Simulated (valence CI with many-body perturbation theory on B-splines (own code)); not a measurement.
## Ba16+: M1 decay

Method: valence CI with perturbative core correlation (CI+MBPT): four valence electrons over a frozen Dirac-Fock core [Kr], radial functions for each j: 9 s, 9 p, 10 d, 8 f, 5 g, 3 h, 1 i, with the one-electron correlation potential Σ1 (screened to all orders), the two-electron term Σ2, the three-electron term Σ3, Breit, model QED; selected single and double excitations, second order for the rest (own B-spline code, finite nucleus).

No measured spectrum was set against this ion. As an estimate, terms of the open shell hold to 2 to 4 % of their energy, and close levels can change places. Core correlation moves these levels by up to 7300 cm⁻¹, and in measured spectra 5 to 20 % of such shifts remained as error; rates that hang on mixing are uncertain with them. Only levels of the ground parity were solved; by the run's estimate the other parity begins above the list, which can be wrong where configurations are misplaced.

Lines 1 to 50 of 120 in falling wavelength, among levels below 223010 cm⁻¹, chosen from the decays that carry over 1 % of a level's rate. Wavelengths and rates use the calculated energies, so an error of 2000 cm⁻¹ moves a line at 1171 nm by 23 % and its rate by three times that or more. Weak lines are less certain than strong ones. Lines between different terms over intervals too small for the method are left out, as are lines whose strength nearly cancels.

Names give the largest LS component (configuration and term), which can be under half, so a name can repeat, a term be missing and a line seem to break the LS rules; names also repeat where a configuration has a term twice. Letters in brackets count levels of one name in rising energy.

| λ vac (nm) | Upper | Lower | Type | A (s⁻¹) | Branch % |
| --- | --- | --- | --- | --- | --- |
| 2619 | 4d4 5D_4 | 4d4 5D_3 | M1 | 1.09e+00 | 100.0 |
| 1962 | 4d4 3H_6 | 4d4 3H_5 | M1 | 1.57e+00 | 99.6 |
| 1429 | 4d4 5D_3 | 4d4 5D_2 | M1 | 1.36e+01 | 100.0 |
| 1171 | 4d4 3G_3 | 4d4 3H_4 | M1 | 4.22e+00 | 1.5 |
| 1050 | 4d4 5D_2 | 4d4 5D_1 | M1 | 4.05e+01 | 100.0 |
| 880.5 | 4d4 3D_2 | 4d4 3P_1 [a] | M1 | 1.57e+01 | 15.9 |
| 850.2 | 4d4 5D_1 | 4d4 5D_0 | M1 | 6.39e+01 | 100.0 |
| 848.2 | 4d4 3H_5 | 4d4 3H_4 | M1 | 2.76e+01 | 32.7 |
| 835.3 | 4d4 3P_2 [c] | 4d4 3P_2 [b] | M1 | 1.39e+01 | 2.2 |
| 743.6 | 4d4 3P_2 [b] | 4d4 3D_1 | M1 | 1.66e+01 | 2.5 |
| 727.6 | 4d4 3P_2 [a] | 4d4 3D_3 | M1 | 1.10e+01 | 1.2 |
| 713.7 | 4d4 3F_3 [b] | 4d4 3P_2 [c] | M1 | 1.91e+01 | 3.6 |
| 693.5 | 4d4 3D_2 | 4d4 3F_2 [a] | M1 | 1.54e+01 | 15.6 |
| 692.8 | 4d4 3G_4 | 4d4 3G_3 | M1 | 4.64e+01 | 38.1 |
| 688.2 | 4d4 3F_4 [b] | 4d4 3G_5 | M1 | 1.12e+01 | 2.6 |
| 614.2 | 4d4 3P_1 [a] | 4d4 3P_0 [a] | M1 | 6.88e+01 | 10.1 |
| 611.2 | 4d4 3P_2 [a] | 4d4 3D_2 | M1 | 1.80e+01 | 2.0 |
| 611.1 | 4d4 3H_4 | 4d4 5D_4 | M1 | 9.86e+01 | 75.9 |
| 610.6 | 4d4 3P_2 [b] | 4d4 3P_2 [a] | M1 | 1.02e+01 | 1.5 |
| 588.3 | 4d4 3F_4 [a] | 4d4 3H_5 | M1 | 2.94e+01 | 4.7 |
| 587.1 | 4d4 3D_2 | 4d4 3G_3 | M1 | 1.68e+00 | 1.7 |
| 586.9 | 4d4 3D_3 | 4d4 3F_2 [a] | M1 | 6.05e+00 | 2.4 |
| 550.8 | 4d4 3G_5 | 4d4 3G_4 | M1 | 1.02e+02 | 32.7 |
| 518.3 | 4d4 3D_1 | 4d4 3D_2 | M1 | 6.40e+01 | 5.8 |
| 509.5 | 4d4 3F_4 [b] | 4d4 3F_3 [a] | M1 | 1.78e+01 | 4.2 |
| 495.5 | 4d4 3H_4 | 4d4 5D_3 | M1 | 3.14e+01 | 24.1 |
| 493.8 | 4d4 3F_4 [a] | 4d4 3G_3 | M1 | 8.82e+00 | 1.4 |
| 466.7 | 4d4 1F_3 | 4d4 3P_2 [a] | M1 | 1.09e+01 | 1.7 |
| 448.9 | 4d4 3P_2 [b] | 4d4 3F_3 [a] | M1 | 3.28e+01 | 4.9 |
| 435.3 | 4d4 3G_4 | 4d4 3H_4 | M1 | 7.16e+01 | 58.8 |
| 412.6 | 4d4 3G_5 | 4d4 3H_6 | M1 | 6.63e+01 | 21.2 |
| 409.0 | 4d4 3F_4 [c] | 4d4 3F_4 [b] | M1 | 3.03e+01 | 1.9 |
| 401.9 | 4d4 3F_3 [a] | 4d4 3F_2 [a] | M1 | 2.10e+02 | 25.9 |
| 401.6 | 4d4 3G_3 | 4d4 5D_4 | M1 | 1.08e+01 | 3.8 |
| 384.9 | 4d4 3F_3 [b] | 4d4 3P_2 [b] | M1 | 4.82e+01 | 9.1 |
| 372.2 | 4d4 3F_4 [b] | 4d4 3F_4 [a] | M1 | 1.31e+02 | 30.8 |
| 365.9 | 4d4 1F_3 | 4d4 3F_3 [a] | M1 | 8.48e+01 | 13.0 |
| 364.1 | 4d4 3F_4 [b] | 4d4 3D_3 | M1 | 5.59e+01 | 13.2 |
| 363.7 | 4d4 3F_3 [a] | 4d4 3G_3 | M1 | 2.25e+02 | 27.7 |
| 360.8 | 4d4 3P_2 [a] | 4d4 3P_1 [a] | M1 | 5.42e+01 | 6.1 |
| 355.2 | 4d4 3H_5 | 4d4 5D_4 | M1 | 5.67e+01 | 67.3 |
| 353.2 | 4d4 1I_6 | 4d4 3H_6 | M1 | 1.51e+02 | 44.3 |
| 352.8 | 4d4 3P_2 [c] | 4d4 3P_2 [a] | M1 | 1.22e+02 | 19.6 |
| 349.2 | 4d4 3F_3 [b] | 4d4 3F_4 [b] | M1 | 1.40e+02 | 26.6 |
| 348.2 | 4d4 3G_3 | 4d4 5D_3 | M1 | 1.60e+02 | 56.6 |
| 347.3 | 4d4 3F_4 [a] | 4d4 3H_4 | M1 | 3.26e+02 | 52.4 |
| 340.9 | 4d4 3G_5 | 4d4 3H_5 | M1 | 1.07e+02 | 34.1 |
| 332.0 | 4d4 3P_2 [b] | 4d4 3D_3 | M1 | 1.36e+02 | 20.3 |
| 326.3 | 4d4 3D_1 | 4d4 3P_1 [a] | M1 | 2.02e+02 | 18.3 |
| 324.9 | 4d4 3P_2 [a] | 4d4 3F_2 [a] | M1 | 7.90e+01 | 8.9 |
